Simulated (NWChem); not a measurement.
System: CH5GaN, doublet; SMILES [CH3][Ga][NH2]

```xyz
8

Ga     0.3960    -0.0426     0.0001
C     -0.5967     1.7237    -0.0049
H     -0.2556     2.3414     0.8302
H     -1.6706     1.5284     0.0872
H     -0.3941     2.2490    -0.9426
N     -0.6414    -1.5794    -0.0262
H     -1.6367    -1.5757     0.1742
H     -0.2490    -2.5086     0.0603
```
Atoms are numbered in this order, from 1.

Results from NWChem. Pople sets run with spherical d functions. Spin-unrestricted. Geometry: optimised at B3LYP/6-31G* (spherical d), spin-unrestricted. The spin multiplicity was typed, not searched, and may not be the lowest. No stability test was run on the SCF state.

Question: Among these, which level gives the highest value of “highest occupied level (eV)”?
(A) TPSS/6-311G**
(B) TPSS/6-31G*
(C) TPSS/3-21G

Answer: C, TPSS/3-21G. Values: TPSS/6-311G** -4.36; TPSS/6-31G* -4.30; TPSS/3-21G -4.08
